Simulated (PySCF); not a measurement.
## Molecular orbitals of ZnS

PW91 at R = 2.062 Å; Zn def2-TZVPPD, S def2-TZVPPD; no relativity (PySCF 2.14). State: ¹Σ⁺ (singlet), closed shell. Only the outer orbitals are listed, counted within each symmetry.

```csv
orbital,occ.,ε (eV),on Zn (%),main shells (%)
4π,2,-12.96,99,99 Zn d
4π,2,-12.96,99,99 Zn d
10σ,2,-12.83,86,"86 Zn d, 12 S s"
1δ,2,-12.77,100,100 Zn d
1δ,2,-12.77,100,100 Zn d
11σ,2,-8.14,59,"57 Zn s, 38 S p"
5π,2,-5.57,12,"88 S p, 11 Zn p"
5π,2,-5.57,12,"88 S p, 11 Zn p"
12σ,0,-5.04,62,"36 Zn p, 31 S p, 26 Zn s"
6π,0,-1.44,99,97 Zn p
6π,0,-1.44,99,97 Zn p
```

Which are the highest filled and the lowest empty level, where do they sit, and how wide is the gap?

Highest filled 5π at -5.57 eV (in %: 88 S p, 11 Zn p); lowest empty 12σ at -5.04 eV (in %: 36 Zn p, 31 S p, 26 Zn s); the gap at PW91 is 0.53 eV.

```json
{
 "bond order (Mayer)": "1.85",
 "⟨S²⟩": "0.000",
 "charge on Zn (Mulliken, basis-dependent)": "0.18",
 "charge on Zn (Löwdin, basis-dependent)": "0.31",
 "dipole moment (positive dipole means Zn(−)S(+))": "-4.97 D"
}
```
